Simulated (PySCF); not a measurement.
## Diatomic cations of B with group 15

CCSD(T) with double-zeta basis sets in PySCF, for the lowest determinant that a PBE0 search found; no spin–orbit coupling. De refers to high-spin ground-configuration atoms (the charge goes to the atom of lower measured ionisation energy or higher electron affinity, which is not always the lowest computed limit).

```
 M                       basis  reference, frozen orbitals  charged atom  state (unpaired electrons)  Re (Å)  ωe (cm⁻¹)  De (eV)
 N                 aug-pcseg-1                      UHF, 2            B+         quartet (σ ↑, π ↑↑)   1.469        998     1.00
 P               jorge-DZP-DKH                      UHF, 6            B+         quartet (σ ↑, π ↑↑)   1.913        647     1.81
As               jorge-DZP-DKH                     UHF, 10            B+         quartet (σ ↑, π ↑↑)   1.979        582     2.11
Sb          cc-pVDZ/cc-pVDZ-PP                      UHF, 5            B+         quartet (σ ↑, π ↑↑)   2.254        451     1.94
Bi  aug-cc-pVDZ-PP/aug-cc-pVDZ                      UHF, 5           Bi+         quartet (σ ↑, π ↑↑)   2.349        412      n/a
```

(1) By what factor does the bond length vary along the series?

The rows differ in basis set, which adds steps of its own.

Down a group the atoms grow and get heavier, so bonds lengthen and wavenumbers fall; this series shows no clear exception.

Correlated steps freeze the inner cores (2 to 10 orbitals); shallow outer-core shells are correlated. Correlated levels converge slowly with the basis: in double zeta they bind strong bonds too weakly, by up to about 1 eV, and carry superposition errors of some tenths. Spin–orbit coupling is left out, which matters for elements this heavy, above all for dissociation energies. For an ion De counts to the pair picked by the measured ionisation energies or electron affinities, which need not be the lowest pair at this level. The CCSD T1 diagnostic is raised in BP⁺, a sign that a single reference may not be enough there. States were picked by a PBE0 search and need not be the measured ground states.

Answers

(1) At CCSD(T) it runs from 1.469 Å (BN⁺) to 2.254 Å (BSb⁺), a factor of 1.53.
